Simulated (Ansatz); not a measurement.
Abridged output of a molecular run in Ansatz:

```
Functional definition: HF
1489 factors; integrals over basis functions are off by at most 1.0e-3 eV
mean field evaluation 1: about -67963.6717 eV, gradient 4.9e1 eV
mean field evaluation 2: about -67963.8587 eV, gradient 4.9e1 eV
mean field evaluation 4: about -67968.7613 eV, gradient 3.9e0 eV
mean field evaluation 8: about -67968.8267 eV, gradient 2.8e-1 eV
mean field evaluation 16: about -67968.8270 eV, gradient 1.5e-6 eV
mean field -67968.82699268 eV, -2497.8083210554 hartree, gradient 1.5e-6 eV, S^2 0.000000; 0 other end points of the search recorded, 0 dependent functions left out
16 core orbitals not correlated: weight in the atoms' cores, before any rotation towards them, 1.000 or more for the frozen orbitals, at most 0.000 for the correlated occupied ones
reference -67968.82699268 eV, -2497.8083210554 hartree; 18, 18 occupied and 216, 216 virtual orbitals, 1489 factors
second order -23.00543524 eV of doubles, -0.00000000 eV of singles
cycle   1  -23.20727497 eV  change   -2.0e-1 eV  update   1.1e-1
cycle   2  -23.86015427 eV  change   -6.5e-1 eV  update   3.2e-2
cycle   3  -23.97449927 eV  change   -1.1e-1 eV  update   1.5e-2
cycle   4  -23.96127161 eV  change    1.3e-2 eV  update   3.6e-3
cycle   5  -23.96064773 eV  change    6.2e-4 eV  update   1.6e-3
cycle   6  -23.96103387 eV  change   -3.9e-4 eV  update   4.4e-4
cycle   7  -23.96075131 eV  change    2.8e-4 eV  update   1.8e-4
cycle   8  -23.96073627 eV  change    1.5e-5 eV  update   6.3e-5
cycle   9  -23.96075543 eV  change   -1.9e-5 eV  update   2.6e-5
perturbative correction -0.85517908 eV, -0.0314272514 hartree
Total energy: -67993.64292719 eV, -2498.7202898277 hartree
```

Its atoms:

Cartesian coordinates in Å:
```
N -1.219 0.405 -1.304
Si 0.071 1.193 -0.492
Ge 0.658 -0.398 1.182
O 0.199 -1.919 0.333
H -1.196 -0.603 -1.341
H -1.664 0.803 -2.114
H 1.275 1.516 -1.317
H -0.385 2.478 0.105
H -0.155 -0.309 2.493
H 2.154 -0.471 1.563
H 0.260 -2.695 0.893
```

Q: Which basis set was used?
A. cc-pV(D+d)Z
B. def2-TZVPP
C. cc-pV(Q+d)Z
D. def2-SVPD

A: B. It gives 250 functions.

Q: Write the keys of the input that set method, charge and spin (a neutral closed shell needs none for the last two).

A: 
```yaml
correlation: {method: ccsd_t}
```
